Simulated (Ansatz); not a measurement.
`C[CH](C)[Mg][Cl]` + H–F → `C[CH](C)[Mg][F]` + HCl at 400 K and 1 bar (ligand exchange at a Mg–Cl bond).

Isolated molecules relaxed with PBE0-D4/def2-TZVP in Ansatz; ΔE leaves out vibrations. CBS: MP2 limit from def2 TZ/QZ plus the TZ coupled-cluster correction, frozen cores. This one scheme is used for every species. For Mg outer-core shells are correlated without core-valence functions, which leaves a few kJ/mol of doubt a bond. One conformer a species, not always the lowest.

```
           species  CCSD(T)/CBS energy (Eh)  H − E (kJ/mol)  S (J/(mol·K))
`C[CH](C)[Mg][Cl]`               -778.11446           279.9          401.7
               H–F               -100.39570            36.5          182.2
 `C[CH](C)[Mg][F]`               -418.11940           280.8          388.3
               HCl               -460.38127            29.6          195.4
```

H − E and S are ideal-gas, rigid-rotor, harmonic terms from PBE0-D4/def2-TZVP, for one conformer and one mirror image of each species. 1 Eh = 2625.50 kJ/mol, R = 8.31446 J/(mol·K).

By hand: ΔE, ΔH, ΔS and ΔG.

ΔE = (-418.11940) + (-460.38127) − (-778.11446) − (-100.39570) = 0.00949 Eh = 24.9 kJ/mol. Δ(H − E) = 280.8 + 29.6 − 279.9 − 36.5 = -6.0, so ΔH = 18.9 kJ/mol. ΔS = 388.3 + 195.4 − 401.7 − 182.2 = -0.2 J/(mol·K). ΔG = 18.9 − 400 × (-0.2)/1000 = 19.0 kJ/mol.

By hand: the equilibrium constant, and the temperature at which ΔG would vanish if ΔH and ΔS stayed fixed.

log₁₀ K = −ΔG/(RT ln 10) = -2.5. ΔH and −TΔS have one sign here, so there is no such temperature.

The number of gas molecules stays the same, so ΔS is small and ΔH decides. A doubt of 5 kJ/mol in ΔE shifts log₁₀ K by 0.7 here. Other conformers and mirror images would add mixing entropy, several J/(mol·K) or more a flexible species. Modes under 60 cm⁻¹, often nearly free rotors, make the harmonic entropy too high. These are equilibria of isolated gas molecules and say nothing of rates. Largest T1 diagnostic: 0.010 (customary marks: 0.02 for closed shells, 0.045 for open ones).

ΔS is within the doubt of such terms, so its sign, and with it that verdict, could turn.
